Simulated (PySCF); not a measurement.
## Shifts of the heteroatoms

Numbering as in the mapped SMILES `[SiH3:1][S:2][C@:3]12[CH2:4][CH2:5][CH2:6][C@H:7]1[CH2:8][CH2:9][CH2:10]2`. Each H is labelled by its parent atom. Ha(C8), Ha(C9), Ha(C10) are cis to C6 on the ring; Ha(C4), Ha(C5), Ha(C6) are cis to C8 on the ring; Hb(C8), Hb(C9), Hb(C10) are trans to C6 on the ring; Hb(C4), Hb(C5), Hb(C6) are trans to C8 on the ring.

All values are calculated (PySCF 2.14.0 with density-fitted response routines): shielding tensors at PBE0/pcSseg-1 (GIAO), PBE0-D3(BJ)/def2-SVP geometry. One computed conformer, no solvent, rapidly exchanging positions averaged, non-relativistic Hamiltonian.

(1) What are the ²⁹Si shifts?

(2) Predict the ³³S NMR data.

Answers

(1) 
```tsv
atoms	environment	σ (ppm)	δ (ppm)
Si1	silicon bonded to S, 3 H	410.3	-62.1
```

Shieldings were converted by a linear fit to measured shifts: ²⁹Si (scatter 9.7 ppm rms, 23.4 ppm with the 5 outliers that the fit left out vs TMS, solution or neat liquid). A few per cent of atoms miss by over 2 rms, more outside the fitted compound classes.

On a 400 MHz spectrometer ²⁹Si resonates near 79.5 MHz, so 1 ppm is 79.5 Hz.

(2) 
```json
{"atoms": "S2", "environment": "sulfur bonded to C, Si", "σ (ppm)": "560.6", "δ (ppm)": "-373"}
```

Shieldings were converted by a linear fit to measured shifts: ³³S (scatter 31.7 ppm rms vs sulfate, solution or neat liquid). A few per cent of atoms miss by over 2 rms, more outside the fitted compound classes.
